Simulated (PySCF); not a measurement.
**Radial density of Yb(26+) (ytterbium, charge +26)**

UHF, [Kr] 4d8, high-spin 3F determinant. Calculation: PySCF 2.14, in an even-tempered Gaussian basis (18 s from 1.9 bohr⁻², ratio 2.5; 12 p from 2.5 bohr⁻², ratio 2.5; 9 d from 2.5 bohr⁻², ratio 2.5; 4 f from 13 bohr⁻², ratio 2.7; 3 g from 20 bohr⁻², ratio 2.7); the non-relativistic Hamiltonian (point nucleus).

```
r (bohr)  4πr²ρ (e/bohr)  4πr²(ρα − ρβ)
0.000385          0.4332         0.0000
0.000648           1.181         0.0000
 0.00109           3.142         0.0000
 0.00183           8.011        -0.0001
 0.00308           19.03        -0.0001
 0.00519           40.16        -0.0003
 0.00873           69.69        -0.0004
  0.0147           89.24         0.0002
  0.0247           82.80         0.0102
  0.0415           95.73         0.1147
  0.0698           123.2         0.7533
   0.117           98.23         1.9834
   0.198           103.8         0.4317
   0.332           42.08         2.6820
   0.559           36.76         4.3047
   0.940           1.454         0.1914
    1.58        0.001905         0.0003
```

A non-relativistic calculation at this Z misses sizeable relativistic shifts. Spin-orbit coupling is strong in this species (close to jj coupling), so the high-spin LS determinant is a model state, not a physical level.
